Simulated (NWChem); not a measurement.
# C₃H₄F₂O; SMILES CC(F)(F)C=O

```xyz
10

C     -1.5126     0.3621     0.0000
C     -0.0076     0.3478     0.0000
F      0.4861     1.0042    -1.1030
F      0.4861     1.0042     1.1030
C      0.6570    -1.0363     0.0000
O      0.0432    -2.0745     0.0000
H     -1.8915    -0.1504     0.8873
H     -1.8601     1.3986     0.0000
H     -1.8915    -0.1504    -0.8873
H      1.7658    -0.9880     0.0000
```
Atoms are numbered in this order, from 1.

Results from NWChem. Pople sets run with spherical d functions. The geometry was optimised at B3LYP/6-31G* (spherical d). Level: B3LYP/6-31G* with SMD (1 M gas to 1 M solution), gas-phase geometry.

Task: Predict the results for solvent toluene. Quantities: solvation free energy (kcal/mol); cavity-dispersion-structure term (kcal/mol); dipole in solution (D).

Result: 
* **solvation free energy (kcal/mol)**: -3.1
* **cavity-dispersion-structure term (kcal/mol)**: -0.8
* **dipole in solution (D)**: 0.83
